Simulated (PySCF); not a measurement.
PySCF input for GaHCl2, SMILES [Cl][GaH][Cl], TDA-B3LYP/def2-SVPD. Coordinates come from a ωB97X-D3(BJ)/def2-TZVP optimisation.

```python
import numpy as np
from pyscf import gto, scf, dft, tdscf

mol = gto.M(
    atom='''
    Ga    0.00000000   -0.00000000   -0.56533268
    H     0.00000000    0.00000000   -2.10595447
    Cl    0.00000000    1.79050267    0.57739022
    Cl    0.00000000   -1.79050267    0.57739023
    ''',
    basis='def2-SVPD',
    charge=0,
    spin=0,
    symmetry=True,
    max_memory=1600,
    verbose=4,
)
mf = dft.RKS(mol, xc='b3lyp').density_fit(auxbasis='def2-universal-jkfit')
mf.grids.level = 3
mf.conv_tol = 1e-9
mf.max_cycle = 100
mf.kernel()
mf.grids = dft.Grids(mol).set(level=1).build(with_non0tab=True)  # coarser grid for the response kernel
td = tdscf.TDA(mf)
td.singlet = True
td.nstates = 10
td.conv_tol = 1e-4
td.kernel(x0=td.get_init_guess(mf, 15))
td.analyze()
tt = tdscf.TDA(mf)
tt.singlet = False
tt.nstates = 4
tt.conv_tol = 1e-4
tt.kernel(x0=tt.get_init_guess(mf, 9))
tt.analyze(verbose=3)
```

Program output:

```
PySCF version 2.14.0

[INPUT] verbose = 4
[INPUT] num. atoms = 4
[INPUT] num. electrons = 66
[INPUT] charge = 0
[INPUT] spin (= nelec alpha-beta = 2S) = 0
[INPUT] symmetry True subgroup None
[INPUT] Mole.unit = angstrom
[INPUT] Symbol           X                Y                Z      unit          X                Y                Z       unit  Magmom
[INPUT]  1 Ga     0.000000000000   0.000000000000  -0.565332680000 AA    0.000000000000   0.000000000000  -1.068323934466 Bohr   0.0
[INPUT]  2 H      0.000000000000   0.000000000000  -2.105954470000 AA    0.000000000000   0.000000000000  -3.979677179104 Bohr   0.0
[INPUT]  3 Cl     0.000000000000   1.790502670000   0.577390220000 AA    0.000000000000   3.383559671602   1.091109382802 Bohr   0.0
[INPUT]  4 Cl     0.000000000000  -1.790502670000   0.577390230000 AA    0.000000000000  -3.383559671602   1.091109401700 Bohr   0.0

nuclear repulsion = 321.517481808161
point group symmetry = C2v
symmetry origin: [0.00000000e+00 0.00000000e+00 2.86322126e-09]
symmetry axis x: [-1. -0. -0.]
symmetry axis y: [ 0.00000000e+00  1.00000000e+00 -3.65307774e-09]
symmetry axis z: [0.00000000e+00 3.65307774e-09 1.00000000e+00]
num. orbitals of irrep A1 = 41
num. orbitals of irrep A2 = 12
num. orbitals of irrep B1 = 18
num. orbitals of irrep B2 = 29
number of shells = 40
number of NR pGTOs = 180
number of NR cGTOs = 100
basis = def2-SVPD
ecp = {}


[settings echo left out]
init E= -2845.1103942732
HOMO (A1) = -0.34569548443361  LUMO (B1) = -0.0681205609741227  gap/eV = 7.55320
cycle= 1 E= -2845.44148169421  delta_E= -0.331  |g|= 0.65  |ddm|= 2.47
HOMO (B2) = -0.286812561875808  LUMO (B1) = -0.112037536710598  gap/eV = 4.75587
cycle= 2 E= -2845.34430828476  delta_E= 0.0972  |g|= 0.978  |ddm|= 1.78
HOMO (B2) = -0.329530686500861  LUMO (B1) = -0.0744300131964657  gap/eV = 6.94164
cycle= 3 E= -2845.51469676298  delta_E= -0.17  |g|= 0.035  |ddm|=  1.1
HOMO (B2) = -0.32844999737695  LUMO (B1) = -0.0781126666330985  gap/eV = 6.81203
cycle= 4 E= -2845.51496820802  delta_E= -0.000271  |g|= 0.0197  |ddm|= 0.0608
HOMO (B2) = -0.329694233466027  LUMO (B1) = -0.0766419996782721  gap/eV = 6.88590
cycle= 5 E= -2845.51508637242  delta_E= -0.000118  |g|= 0.00206  |ddm|= 0.0252
HOMO (B2) = -0.329402729365593  LUMO (B1) = -0.0764977189654816  gap/eV = 6.88190
cycle= 6 E= -2845.51508747708  delta_E= -1.1e-06  |g|= 0.000354  |ddm|= 0.00312
HOMO (B2) = -0.329468395293127  LUMO (B1) = -0.0765293622428391  gap/eV = 6.88282
cycle= 7 E= -2845.51508750434  delta_E= -2.73e-08  |g|= 0.000113  |ddm|= 0.00073
HOMO (B2) = -0.329448946701007  LUMO (B1) = -0.0765252539208299  gap/eV = 6.88240
cycle= 8 E= -2845.51508750963  delta_E= -5.29e-09  |g|= 1.16e-05  |ddm|= 0.000233
HOMO (B2) = -0.329449266511704  LUMO (B1) = -0.0765253937914934  gap/eV = 6.88241
cycle= 9 E= -2845.51508750966  delta_E= -2.77e-11  |g|= 3.47e-06  |ddm|= 1.49e-05
HOMO (B2) = -0.32944898278193  LUMO (B1) = -0.0765256090791637  gap/eV = 6.88240
Extra cycle  E= -2845.51508750967  delta_E= -1.55e-11  |g|= 3.02e-06  |ddm|= 6.83e-06
converged SCF energy = -2845.51508750967
tot grids = 22520


******** <class 'pyscf.tdscf.rks.TDA'> for <class 'pyscf.df.df_jk.DFSymAdaptedRKS'> ********
nstates = 10 singlet
deg_eia_thresh = 1.000e-03
wfnsym = None
conv_tol = 0.0001
eigh lindep = 1e-12
eigh level_shift = 0
eigh max_cycle = 100


Excitation energies (eV)
[5.76102812 5.81942493 6.26183002 6.61617573 6.6180756  6.67611436
 6.94886868 7.18199073 7.37944733 7.44117861]

** Singlet excitation energies and oscillator strengths **
Excited State   1:   A2      5.76103 eV    215.21 nm  f=0.0000
      33 -> 34        0.70624
Excited State   2:   B1      5.81942 eV    213.05 nm  f=0.0029
      32 -> 34        0.70544
Excited State   3:   B2      6.26183 eV    198.00 nm  f=0.0091
      31 -> 34       -0.57643
      33 -> 35       -0.39524
Excited State   4:   B2      6.61618 eV    187.40 nm  f=0.0872
      28 -> 35        0.15421
      31 -> 34        0.35947
      32 -> 37       -0.11375
      33 -> 35       -0.57170
Excited State   5:   A2      6.61808 eV    187.34 nm  f=0.0000
      31 -> 35       -0.70494
Excited State   6:   A1      6.67611 eV    185.71 nm  f=0.0446
      29 -> 35       -0.10444
      30 -> 34        0.27964
      32 -> 35        0.63583
Excited State   7:   A1      6.94887 eV    178.42 nm  f=0.0609
      29 -> 35       -0.19101
      30 -> 34       -0.61989
      32 -> 35        0.24825
Excited State   8:   B1      7.18199 eV    172.63 nm  f=0.0346
      29 -> 34       -0.22193
      30 -> 35        0.66675
Excited State   9:   B1      7.37945 eV    168.01 nm  f=0.0311
      29 -> 34       -0.66874
      30 -> 35       -0.21823
Excited State  10:   A2      7.44118 eV    166.62 nm  f=0.0000
      28 -> 34       -0.70463

** Transition electric dipole moments (AU) **
state          X           Y           Z        Dip. S.      Osc.
  1        -0.0000      0.0000      0.0000      0.0000      0.0000
  2         0.1416     -0.0000      0.0000      0.0201      0.0029
  3         0.0000      0.2430     -0.0000      0.0591      0.0091
  4         0.0000     -0.7333      0.0000      0.5377      0.0872
  5        -0.0000     -0.0000     -0.0000      0.0000      0.0000
  6        -0.0000      0.0000      0.5224      0.2729      0.0446
  7         0.0000     -0.0000      0.5979      0.3575      0.0609
  8         0.4434      0.0000     -0.0000      0.1966      0.0346
  9        -0.4146      0.0000      0.0000      0.1719      0.0311
 10         0.0000     -0.0000     -0.0000      0.0000      0.0000

** Transition velocity dipole moments (imaginary part, AU) **
state          X           Y           Z        Dip. S.      Osc.
  1        -0.0000      0.0000      0.0000      0.0000      0.0000
  2         0.0173     -0.0000      0.0000      0.0003      0.0009
  3        -0.0000     -0.0140     -0.0000      0.0002      0.0006
  4         0.0000     -0.1182     -0.0000      0.0140      0.0383
  5         0.0000     -0.0000     -0.0000      0.0000      0.0000
  6        -0.0000     -0.0000      0.1413      0.0200      0.0543
  7        -0.0000      0.0000      0.0834      0.0070      0.0182
  8         0.0943      0.0000     -0.0000      0.0089      0.0225
  9        -0.0911      0.0000      0.0000      0.0083      0.0204
 10         0.0000      0.0000      0.0000      0.0000      0.0000

** Transition magnetic dipole moments (imaginary part, AU) **
state          X           Y           Z
  1         0.0000      0.0000     -0.3330
  2         0.0000      0.9396      0.0000
  3        -0.1469      0.0000      0.0000
  4        -0.0657     -0.0000     -0.0000
  5        -0.0000     -0.0000     -0.4962
  6         0.0000     -0.0000      0.0000
  7         0.0000     -0.0000      0.0000
  8        -0.0000     -0.3401     -0.0000
  9         0.0000     -0.9427      0.0000
 10         0.0000      0.0000      1.0010


******** <class 'pyscf.tdscf.rks.TDA'> for <class 'pyscf.df.df_jk.DFSymAdaptedRKS'> ********
nstates = 4 triplet
deg_eia_thresh = 1.000e-03
wfnsym = None
conv_tol = 0.0001
eigh lindep = 1e-12
eigh level_shift = 0
eigh max_cycle = 100


Excitation energies (eV)
[5.58210408 5.653624   5.7488201  5.96163476]

** Triplet excitation energies and oscillator strengths **
Excited State   1:   B1      5.58210 eV    222.11 nm  f=0.0000
Excited State   2:   A2      5.65362 eV    219.30 nm  f=0.0000
Excited State   3:   B2      5.74882 eV    215.67 nm  f=0.0000
Excited State   4:   A1      5.96163 eV    207.97 nm  f=0.0000
```

The run converged.
